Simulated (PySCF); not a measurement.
Mg(Cl)(SMe) (CH3ClMgS), SMILES C[S][Mg][Cl]. Heavy atoms are numbered as in [Mg:1]([Cl:2])[S:3][CH3:4]. Hydrogens are named by the atom that carries them.

The structure is a stationary point at B3LYP-D3(BJ)/def2-SVP. One conformer was computed; it need not be the lowest.

The numbers are results of HF/pcSseg-1 (PySCF), not measurements.

GIAO shieldings, no solvent; atoms alike by connectivity are averaged. δ = σ(ref) − σ: ³⁵Cl against HCl (σ = 958.2 ppm); ³³S against H2S (σ = 725.2 ppm); ¹³C against TMS (σ = 192.6 ppm); ¹H against TMS (σ = 31.99 ppm), references at their B3LYP-D3(BJ)/def2-TZVP geometries, non-relativistic (without spin–orbit terms, shifts of atoms bonded to Cl or Br come out too high).

Computed chemical shifts:
| nucleus | atoms | count | δ (ppm) |
|---|---|---|---|
| ³⁵Cl | Cl2 | 1 | -150.0 |
| ³³S | S3 | 1 | -93.3 |
| ¹³C | C4 (CH3) | 1 | 10.9 |
| ¹H | H on C4 | 3 | 2.26 |
